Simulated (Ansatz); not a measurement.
Relaxation of BF$_{2}$H$_{4}$N (8 atoms, charge 0, multiplicity 1), to a largest force component of 0.03 eV/Å in at most 50 steps.

Theory: RKS PBE0-D4/def2-SVP in Ansatz.

```xyz
8
Properties=species:S:1:pos:R:3:forces:R:3
B 0.080 -0.156 -0.092 0.04 -0.05 -0.38
F 0.004 -0.621 1.149 -0.05 -0.39 0.19
N 1.292 -0.151 -0.783 -0.07 -0.01 0.07
H 2.136 -0.530 -0.376 0.01 0.10 -0.07
H 1.381 0.244 -1.708 0.04 -0.09 0.01
F -1.042 0.261 -0.672 0.01 0.01 0.01
H -0.007 1.995 0.961 -0.18 1.37 -1.10
H 0.076 1.486 1.460 0.20 -0.93 1.26
```

**Question.** Where does it end, and by what steps?

**Answer.** It converged. The force dipped under the threshold on the way, but the program's further checks kept it going. After 11 steps the energy has fallen by 0.148 eV; H7 moved furthest, 0.77 Å.

```json
{"step": "0", "energy less start (eV)": "0.0000", "largest force component (eV/Å)": "1.373", "accepted": "yes"}
{"step": "1", "energy less start (eV)": "-0.1162", "largest force component (eV/Å)": "0.132", "accepted": "yes"}
{"step": "2", "energy less start (eV)": "-0.1398", "largest force component (eV/Å)": "0.067", "accepted": "yes"}
{"step": "3", "energy less start (eV)": "-0.1428", "largest force component (eV/Å)": "0.028", "accepted": "yes"}
{"step": "4", "energy less start (eV)": "-0.1436", "largest force component (eV/Å)": "0.019", "accepted": "yes"}
{"step": "5", "energy less start (eV)": "-0.1442", "largest force component (eV/Å)": "0.110", "accepted": "yes"}
{"step": "6", "energy less start (eV)": "-0.1445", "largest force component (eV/Å)": "0.208", "accepted": "yes"}
{"step": "7", "energy less start (eV)": "-0.1457", "largest force component (eV/Å)": "0.102", "accepted": "yes"}
{"step": "8", "energy less start (eV)": "-0.1465", "largest force component (eV/Å)": "0.026", "accepted": "yes"}
{"step": "9", "energy less start (eV)": "-0.1472", "largest force component (eV/Å)": "0.066", "accepted": "yes"}
{"step": "10", "energy less start (eV)": "-0.1472", "largest force component (eV/Å)": "0.187", "accepted": "no"}
{"step": "11", "energy less start (eV)": "-0.1477", "largest force component (eV/Å)": "0.027", "accepted": "yes"}
```

```xyz
8
Properties=species:S:1:pos:R:3
B 0.069 -0.330 -0.261
F -0.030 -0.641 1.030
N 1.310 -0.268 -0.893
H 2.175 -0.447 -0.404
H 1.407 -0.032 -1.870
F -1.057 -0.086 -0.925
H 0.062 2.525 1.514
H -0.016 1.805 1.748
```

Time of the run: 7.9 s on 2 threads of AMD EPYC 9R45 96-Core Processor (Zen 5), with other jobs on the host, peak memory 0.15 GiB.
